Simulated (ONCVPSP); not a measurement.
**What one change does to a pseudopotential (manganese (Mn), ONCV)**

- Element: Mn
- Generator: ONCVPSP 4.0.1
- Type: optimised norm-conserving Vanderbilt (ONCV)
- Functional: PBEsol
- Relativity: scalar-relativistic
- Frozen core: [Ne]
- Valence charge: 15
- Reference configuration: 3s2 3p6 3d5 4s1.5 4p0.5
- Partial waves: 3s+4s: rc 1.20 bohr, ncon 4, nbas 7, qcut 12.8 1/bohr, 2 projectors; 3p+4p: rc 1.55 bohr, ncon 4, nbas 9, qcut 7.6 1/bohr, 2 projectors; 3d: rc 1.55 bohr, ncon 3, nbas 8, qcut 8.1 1/bohr, 1 projector
- Local potential: polynomial inside 1.10 bohr (lpopt 5, dvloc0 1 Ha)
- Core correction: Teter function, fcfact 4.75, rcfact 1.35

Change: core [Ar], valence charge 7; reference 3d5 4s2; waves now 4s: rc 2.55 bohr, ncon 5, nbas 9, qcut 3 1/bohr, 1 projector; p scattering state at 0.1 Ha: rc 2.60 bohr, ncon 4, nbas 8, qcut 3.3 1/bohr, 2 projectors, debl 0.3 Ha; 3d: rc 1.85 bohr, ncon 4, nbas 8, qcut 7.2 1/bohr, 2 projectors, debl 3 Ha; local potential polynomial inside 1.35 bohr (lpopt 4, dvloc0 3 Ha). In the p channel the program set the typed energies aside and used 0.050, 0.350 Ha.

Cutoffs: the cutoffs (Ha) at which the residual kinetic energy of the hardest occupied pseudo-wave falls to 1 and 0.1 mHa per electron; they do not see the model core or the augmentation charge, which bear on the density cutoff. Errors are all-electron minus pseudo energies relative to the spin-unpolarised reference configuration.

What does the change do?

The potential gets softer (48 Ha and 60 Ha → 24 Ha and 45 Ha); the lowest positive-energy flag moves from none to s at 27.5 eV; neither file shows a bound ghost. The shells moved into the core no longer need plane waves of their own. Several settings change at once here, so the effects cannot be laid on one of them.

| quantity | base | changed |
| --- | --- | --- |
| cutoff, loose | 48 Ha | 24 Ha |
| cutoff, tight | 60 Ha | 45 Ha |
| bound ghosts | none | none |
| GHOST(+) flags under 300 eV | none | s at 27.5 eV |
| largest error over its own tests, meV | +40 | -27 |
| rms error of d²Exc/dni dnj with the model core, mHa | 0.39 | 4.07 |
